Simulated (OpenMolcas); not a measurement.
# Computed transition rates of Ag3+

```yaml
Program: OpenMolcas
Method: "SS-CASPT2, IPEA 0.25 Eh, imaginary shift 0.1 Eh (closed shells correlated: 4s 4p)"
Basis: ANO-RCC-VTZP [7s6p4d2f1g]
Scalar_Hamiltonian: DKH2, point nucleus
Active_space: 8 electrons in 10 orbitals (4d 5d)
State_averaging: 2S+1 = 3 even, 10 roots; 2S+1 = 1 even, 15 roots
Spin-orbit_coupling: state interaction with AMFI integrals over the reference wave functions, term energies averaged over their components
```

Rates come from the transition moments of the reference wave functions (E1 and E2 in the length form). At fixed line strength A goes as λ^-3 for E1 and M1 and as λ^-5 for E2, so a rate at the computed wavelength can be rescaled to the measured one. Measured vacuum wavelengths follow from level energies in the list in Gamrath, thesis, University of Mons (2023). Branching counts decays inside the model space alone, at computed energies, and the table is only a selection of the E2 and M1 lines, drawn from those between levels with measured partners whose computed energy lies within a factor of 1.5 of the measured one.

| Upper | Lower | Type | λ computed (nm) | λ measured (nm) | A computed (s-1) | A rescaled (s-1) | Branching % |
| --- | --- | --- | --- | --- | --- | --- | --- |
| 4d8 1S0 | 4d8 3P1 | M1 | 310.8 | 320.1 | 4.26e+01 |  | 66.8 |
| 4d8 1S0 | 4d8 3F2 | E2 | 233.2 | 242.1 | 4.60e+00 |  | 7.2 |
| 4d8 1G4 | 4d8 3F4 | M1 | 469.2 | 486.1 | 2.70e+00 |  | 75.3 |
| 4d8 3F3 | 4d8 3F4 | M1 | 2506 | 2397 | 1.65e+00 | 1.89e+00 | 100.0 |
| 4d8 1G4 | 4d8 3F3 | M1 | 577.4 | 609.8 | 8.77e-01 |  | 24.4 |
| 4d8 3P1 | 4d8 3F2 | M1 | 934.2 | 993 | 3.99e-01 |  | 29.6 |
| 4d8 3F2 | 4d8 3F3 | M1 | 6073 | 6035 | 1.36e-01 | 1.39e-01 | 100.0 |
| 4d8 3P1 | 4d8 3F3 | E2 | 809.6 | 852.7 | 3.48e-02 | 2.69e-02 | 2.6 |
| 4d8 3P0 | 4d8 3F2 | E2 | 915.8 | 974.4 | 3.47e-02 | 2.54e-02 | 98.3 |
| 4d8 3P0 | 4d8 3P1 | M1 | 46630 | 51920 | 5.22e-04 | 3.78e-04 | 1.5 |

Spin-changing lines and M1 lines between different terms are not rescaled, since their strength hangs on the term gaps too.

The largest correction is for 4d8 3P0 → 4d8 3P1 (M1): 5.22e-04 × (46630 / 51920)^3 = 3.78e-04 s-1, a factor of 0.72.

The computed rate and branching of 4d8 3F3 → 4d8 3F4 give the upper level a radiative lifetime of 1.000 / 1.65e+00 s-1 = 6.06e-01 s, counting decays inside the model space alone. The rescaled rate gives about 5.3e-01 s.

These are rates of the free ion; in crystals, glasses and complexes forced electric-dipole and non-radiative decay shorten such lifetimes by orders of magnitude. No measured rate stands beside these. Rescaling mends the energy factor alone: line strengths can still be far off where a level mixes with configurations outside the active space, and weak or spin-changing lines hang on small mixing coefficients that depend on the term gaps too, so rescaling need not improve them.

CASPT2 does not keep the components of a term degenerate, so their means are used; among the terms shown or strongly mixed into the levels shown the widest spread is 620 cm-1 (4d8 1G). Active for correlation alone: 5d; no level in the range computed is led by a configuration that fills it, so any true level of that kind is missing. Measured partners are found by configuration, term and J. A level has none where our copy of the source lacks it or the pairing is in doubt (some pairs that miss far off the trend of their configuration count as doubtful). Only configurations of the active space appear.
